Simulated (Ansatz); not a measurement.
Ideal-gas functions of BClFH2NSi, SMILES `F[Si]1(Cl)BN1` at 600 K and 1 bar, from an Ansatz frequency run at PBE0-D4/def2-TZVP.

Molar mass 109.37 g/mol, point group C1 (symmetry number 1), electronic degeneracy 1, moments of inertia 99.492, 192.436, 258.784 u Å². Harmonic wavenumbers (cm⁻¹, unscaled): 199, 215, 267, 290, 495, 606, 698, 751, 869, 873, 956, 1097, 1305, 2714, 3566.

Use S(trans) = R[1.5 ln M + 2.5 ln T − 1.1517]; rotational temperatures θ = 24.2544 K / I; S(rot) = R[ln(√π/σ · √(T³/θAθBθC)) + 1.5]; for each mode x = 1.438777 ν̃/T, S = R[x/(eˣ − 1) − ln(1 − e⁻ˣ)] and H = RT x/(eˣ − 1); 1 cm⁻¹ = 0.0119627 kJ/mol; R = 8.31446 J/(mol·K).

Q: By hand: the entropy, in J/(mol·K).

A: Translation 181.9. Rotation: θ = 0.2438, 0.126, 0.0937 K, giving 121.3. Vibration, mode by mode: 14.54, 13.91, 12.16, 11.50, 7.36, 5.90, 4.94, 4.46, 3.57, 3.54, 3.03, 2.32, 1.56, 0.09, 0.02, in all 88.9. Electronic 0.0. Sum 392.1 J/(mol·K).

Q: By hand: H − E and G − E in kJ/mol, counted from the electronic energy.

A: Zero-point energy ½ × 14901 × 0.0119627 = 89.1; thermal vibration 29.3; translation, rotation and pV give 4 RT = 20.0. H − E = 138.4 kJ/mol, and G − E = 138.4 − 600 × 392.1/1000 = -96.9 kJ/mol.

Vibration gives 23 % of the entropy. The sum counts one conformer and one mirror image; others add a mixing term.
